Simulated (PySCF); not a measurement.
# Nuclear quadrupole coupling in `C#CC[Si@@](C)(CC)O[SiH3]`

C6H14OSi2.
Structure used (GFN2-xTB), in Å, numbered top down from 1:
```
atom  x, y, z in Å
C1     2.3869   -0.6570    2.1552
C2     1.9651   -0.8076    1.0448
C3     1.4374   -0.9729   -0.2868
Si4   -0.1404    0.0880   -0.5637
C5    -0.7541   -0.1270   -2.3508
C6    -1.4778   -0.3314    0.7272
C7    -1.9479   -1.7819    0.6732
O8     0.2648    1.6561   -0.3858
Si9    0.9555    2.9748    0.2535
H10    2.7719   -0.5355    3.1230
H11    2.2074   -0.6802   -1.0040
H12    1.2226   -2.0302   -0.4528
H13   -1.0525   -1.1519   -2.5468
H14    0.0144    0.1360   -3.0712
H15   -1.6123    0.5092   -2.5429
H16   -2.3379    0.3259    0.5870
H17   -1.0897   -0.1225    1.7257
H18   -1.1220   -2.4581    0.8790
H19   -2.7265   -1.9649    1.4116
H20   -2.3501   -2.0201   -0.3086
H21   -0.1521    3.8432    0.6508
H22    1.7801    2.5812    1.3926
H23    1.7527    3.5539   -0.8272
```

Field gradients from the PBE0/pcSseg-1 density (PySCF, non-relativistic), principal values in atomic units, ordered |Vxx| ≤ |Vyy| ≤ |Vzz|:

```
atom      Vxx      Vyy     Vzz
  O8  -0.5030  -0.6097  1.1127
```

Q: Find the asymmetry η = (Vxx − Vyy)/Vzz and the couplings χ = eQV/h (234.96 MHz × Q in barn × V in au), with Q(17O) = −0.0256 b.

A: 
| atom | environment | nucleus | η | χzz (MHz) | χxx (MHz) | χyy (MHz) |
| --- | --- | --- | --- | --- | --- | --- |
| O8 | siloxane oxygen | 17O | 0.10 | -6.69 | 3.03 | 3.67 |

The tensor is traceless: Vxx + Vyy + Vzz = 0.

Q: What is Vzz at O8 in SI units (1 au = 9.71736 × 10²¹ V/m²)?

A: 1.1127 au = 10.813 × 10²¹ V/m².

Q: And the gradient at the other heavy atoms, for which no coupling is worked out here?

A: 
```csv
atom,environment,Vzz (au),η
C1,terminal alkyne carbon,-0.250,0.21
C2,alkyne carbon,-0.299,0.08
C3,sp3 carbon bound to silicon,0.148,0.90
Si4,oxygen-bound silicon,0.447,0.60
C5,Si-methyl carbon,-0.069,0.16
C6,sp3 carbon bound to silicon,-0.083,0.87
C7,methyl carbon,0.065,0.09
Si9,oxygen-bound silicon,0.587,0.04
```

Were the hydrogens deuterons (Q(2H) = 0.00286 b), χzz would run from 108 kHz (H23, H21 and H22) to 269 kHz (H10).

Isolated species at its GFN2-xTB geometry (one conformer only). GFN2-xTB frequencies show an imaginary mode (30i cm⁻¹), so this geometry is no minimum at that level. GFN2-xTB bond lengths can be off by several hundredths of an ångström, more for odd bonds, and the gradients follow them. The basis is small and wasn't made for field gradients, so the couplings can be 20 % off.

The run behind these numbers computed NMR shieldings as well. Time: 2.9 min wall; peak memory 1.1 GiB. Hardware: an Intel Xeon at 2.50 GHz with one thread, no GPU, shared host.
